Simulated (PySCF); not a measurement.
**Excitation energy of Zn by level of theory**

Zn [Ar] 3d10 4s2 (1S) → Zn [Ar] 3d10 4s1 4p1 (3P), as a difference of total energies. Computed with PySCF 2.14 in dyall-av2z, with the non-relativistic Hamiltonian (point nucleus). Correlated levels: valence: [Ar] frozen; virtual orbitals above 40 to 60 times the deepest correlated orbital energy dropped. The calculations carry no spin-orbit coupling.

```json
{"method": "UHF", "excitation energy (eV)": "2.585", "difference from reference (eV)": "-1.469"}
{"method": "LDA", "excitation energy (eV)": "4.294", "difference from reference (eV)": "+0.240"}
{"method": "PBE", "excitation energy (eV)": "4.050", "difference from reference (eV)": "-0.004"}
{"method": "PBE0", "excitation energy (eV)": "3.752", "difference from reference (eV)": "-0.302"}
{"method": "r2SCAN", "excitation energy (eV)": "3.751", "difference from reference (eV)": "-0.303"}
{"method": "r2SCAN0", "excitation energy (eV)": "3.589", "difference from reference (eV)": "-0.465"}
{"method": "PBEsol", "excitation energy (eV)": "4.030", "difference from reference (eV)": "-0.024"}
{"method": "CAM-B3LYP", "excitation energy (eV)": "4.005", "difference from reference (eV)": "-0.049"}
{"method": "B2PLYP", "excitation energy (eV)": "3.955", "difference from reference (eV)": "-0.099"}
{"method": "MP2 (valence)", "excitation energy (eV)": "3.631", "difference from reference (eV)": "-0.423"}
{"method": "SCS-MP2 (valence)", "excitation energy (eV)": "3.746", "difference from reference (eV)": "-0.308"}
```

Reference: 4.054 eV (measured; NIST levels, between the centres of gravity of the two terms).

These non-relativistic numbers lack the scalar-relativistic shift.

Errors of the correlated levels include the incompleteness of this basis and the frozen core.
